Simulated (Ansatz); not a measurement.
Born–Oppenheimer molecular dynamics of BrGeH5OSi (9 atoms, charge 0, multiplicity 1). It starts at the highest image of a converged band, a first-order saddle point between two minima.

Method: Ansatz, RKS PBE0/def2-SVP.

- ensemble: NVE (velocity Verlet)
- time step: 0.5 fs
- steps asked: 200
- starting velocities drawn for: 100 K
- seed: 10914

First frame:

```xyz
9
Properties=species:S:1:pos:R:3
O 0.314 1.308 -1.513
Ge -0.566 0.816 0.217
Si 0.687 -1.082 1.014
Br -2.576 -0.174 -0.485
H -0.343 1.269 -2.226
H -0.226 2.206 -0.538
H 2.027 -0.636 1.502
H 0.843 -2.038 -0.122
H -0.071 -1.715 2.134
```

How far do the bonds stretch over the last three quarters of this one trajectory? (Pairs bonded in most of those frames.)


```json
{"bond": "O1–Ge2", "mean (Å)": "1.810", "spread (Å)": "0.144", "shortest": "1.61", "longest": "2.02"}
{"bond": "O1–H5", "mean (Å)": "0.967", "spread (Å)": "0.008", "shortest": "0.95", "longest": "0.98"}
{"bond": "Ge2–Si3", "mean (Å)": "2.387", "spread (Å)": "0.044", "shortest": "2.33", "longest": "2.46"}
{"bond": "Ge2–Br4", "mean (Å)": "2.333", "spread (Å)": "0.018", "shortest": "2.31", "longest": "2.37"}
{"bond": "Ge2–H6", "mean (Å)": "1.628", "spread (Å)": "0.116", "shortest": "1.41", "longest": "1.86"}
{"bond": "Si3–H7", "mean (Å)": "1.498", "spread (Å)": "0.016", "shortest": "1.47", "longest": "1.53"}
{"bond": "Si3–H8", "mean (Å)": "1.495", "spread (Å)": "0.020", "shortest": "1.46", "longest": "1.53"}
{"bond": "Si3–H9", "mean (Å)": "1.500", "spread (Å)": "0.024", "shortest": "1.46", "longest": "1.54"}
```

Mean temperature of the second half: 1172 K. The conserved energy stayed within 0.23 meV per atom of its start (net change -0.093 meV per atom), so the integration is sound. The kinetic energy rose, since the run started high on the potential surface and went downhill. A run of 0.1 ps of so small a system gives no equilibrium averages. The orbitals stay closed-shell, which can raise the energy where a bond breaks towards radicals; this wasn't checked here.

The run took 11 min on 2 threads of Intel(R) Xeon(R) Platinum 8488C (Sapphire Rapids), with other jobs on the host, peak memory 0.36 GiB.
